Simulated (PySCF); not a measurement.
Ge(Cl)3(SH) (Cl₃GeHS), SMILES [Cl][Ge]([Cl])([SH])[Cl]. Atoms are numbered in the order given.

```xyz
6

S      0.7580     2.0863     0.0000
Ge     0.0012     0.0081     0.0000
Cl     0.6543    -1.0982    -1.7316
Cl    -2.1449     0.1186     0.0000
Cl     0.6543    -1.0982     1.7316
H      2.0515     1.6823     0.0000
```

The structure is a stationary point at B3LYP-D3(BJ)/def2-SVP. This is a generated structure with no PubChem entry under its InChIKey; it may be hypothetical. The values are those of a single conformer.

Method: PBE/pcSseg-1 in PySCF.

GIAO shieldings, no solvent; atoms listed in one row are averaged. δ = σ(ref) − σ: ³³S against H2S (σ = 706.5 ppm); ⁷³Ge against GeH4 (σ = 1614.4 ppm); ³⁵Cl against HCl (σ = 936.5 ppm); ¹H against TMS (σ = 31.49 ppm), references at their B3LYP-D3(BJ)/def2-TZVP geometries, non-relativistic (without spin–orbit terms, shifts of atoms bonded to Cl or Br come out too high).

Computed chemical shifts:
```
nucleus     atoms  count  δ (ppm)
-------  --------  -----  -------
³³S            S1      1    228.8
⁷³Ge          Ge2      1    531.1
³⁵Cl     Cl5, Cl3      2    332.9
³⁵Cl          Cl4      1    269.5
¹H             H6      1     2.73
```
